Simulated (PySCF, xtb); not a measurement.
cyclohexasilane (H12Si6), SMILES [SiH2]1[SiH2][SiH2][SiH2][SiH2][SiH2]1.

GFN2-xTB (xtb) at its own geometry gives an orbital gap of 3.21 eV and a dipole moment of 0.00 D.

Geometry: B3LYP-D3(BJ)/def2-SVP.

Question: What does B3LYP/def2-TZVP run with PySCF give? (An estimate is asked for; the answer gives what the named calculation found.)

Answer: gap 6.60 eV (levels -7.54 and -0.93 eV), dipole 0.00 D.
